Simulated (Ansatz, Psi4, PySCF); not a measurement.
Cl$_{4}$Ga (SMILES [Cl][Ga-]([Cl])([Cl])[Cl]), charge -1, singlet, at a GFN2-xTB geometry (such geometries of metal compounds can be far from the true shape) (in this run its highest filled SCF level lies above zero, so its values depend strongly on the basis, on diffuse functions most of all). Base run: WB97X/STO-3G in PySCF.

PySCF was given this input:
```python
from pyscf import gto, scf, dft

mol = gto.M(
    atom='''
Ga    0.00000000    0.00000000   -0.00000000
Cl    1.71278737   -0.59908363   -1.19330116
Cl    0.65537446    0.49189976    2.01122558
Cl   -0.93767909    1.73912871   -0.90149802
Cl   -1.43048275   -1.63194484    0.08357359
''',
    basis='sto-3g',
    charge=-1,
    verbose=4,
)

mf = dft.RKS(mol)
mf.xc = 'wb97x'
mf.kernel()
```

The same geometry, method and basis name were run in Ansatz (a first-principles code) and Psi4 and PySCF, at each program's defaults and at the settings that a row names. The base is PySCF at its defaults. Differences at the defaults can come from grids, fitting, cores and function types together.

```tsv
code and settings	ΔE vs base (mEh)	basis functions	E (Eh)	SCF cycles
PySCF, defaults (exact integrals, its default grid, spherical functions)	0.000	54	-3723.33294	9
Psi4, defaults (density fitting with its default set, its default grid, spherical functions)	-3.370	54	-3723.33631	19
Ansatz, defaults (factorised integrals, its default grid, spherical functions)	-0.041	54	-3723.33298	-
PySCF, density fitting with def2-universal-jkfit	-4.466	54	-3723.33741	9
PySCF, fine grid	-0.098	54	-3723.33304	9
Psi4, exact integrals, spherical functions, fine grid	-0.094	54	-3723.33303	17
Ansatz, high accuracy	-0.040	54	-3723.33298	-
```
